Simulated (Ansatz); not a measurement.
`[SiH3][SiH2][GeH2][SiH3]` → `[SiH3][SiH2][GeH3]` + `[SiH2]` at 400 K and 1 bar (silylene loss).

Computed with Ansatz on PBE0-D4/def2-TZVP structures; ΔE is electronic, products minus reactants. CCSD(T)/CBS adds triple-zeta CCSD(T) − MP2 to the extrapolated MP2 energy (def2 sets, frozen cores). This one scheme is used for every species. For Ge outer-core shells are correlated without core-valence functions, which leaves a few kJ/mol of doubt a bond. Scalar relativity is left out up to krypton. Each species was taken in one conformer, which may not be the lowest.

```json
{"species": "`[SiH3][SiH2][GeH2][SiH3]`", "CCSD(T)/CBS energy (Eh)": "-2949.35414", "H − E (kJ/mol)": "263.6", "S (J/(mol·K))": "481.8"}
{"species": "`[SiH3][SiH2][GeH3]`", "CCSD(T)/CBS energy (Eh)": "-2659.06477", "H − E (kJ/mol)": "206.5", "S (J/(mol·K))": "405.1"}
{"species": "`[SiH2]`", "CCSD(T)/CBS energy (Eh)": "-290.19011", "H − E (kJ/mol)": "44.2", "S (J/(mol·K))": "218.1"}
```

H − E and S are ideal-gas, rigid-rotor, harmonic terms from PBE0-D4/def2-TZVP, for one conformer and one mirror image of each species. 1 Eh = 2625.50 kJ/mol, R = 8.31446 J/(mol·K).

Task: By hand: ΔE, ΔH, ΔS and ΔG.

Result: ΔE = (-2659.06477) + (-290.19011) − (-2949.35414) = 0.09926 Eh = 260.6 kJ/mol. Δ(H − E) = 206.5 + 44.2 − 263.6 = -12.9, so ΔH = 247.7 kJ/mol. ΔS = 405.1 + 218.1 − 481.8 = 141.4 J/(mol·K). ΔG = 247.7 − 400 × (141.4)/1000 = 191.1 kJ/mol.

Task: By hand: the equilibrium constant, and the temperature at which ΔG would vanish if ΔH and ΔS stayed fixed.

Result: log₁₀ K = −ΔG/(RT ln 10) = -25.0. ΔG = 0 at ΔH/ΔS = 1752 K.

The number of gas molecules changes by +1, which sets the sign of ΔS. A doubt of 5 kJ/mol in ΔE shifts log₁₀ K by 0.7 here. Other conformers and mirror images would add mixing entropy, several J/(mol·K) or more a flexible species. Modes under 60 cm⁻¹, often nearly free rotors, make the harmonic entropy too high. These are equilibria of isolated gas molecules and say nothing of rates. Largest T1 diagnostic: 0.014 (customary marks: 0.02 for closed shells, 0.045 for open ones).
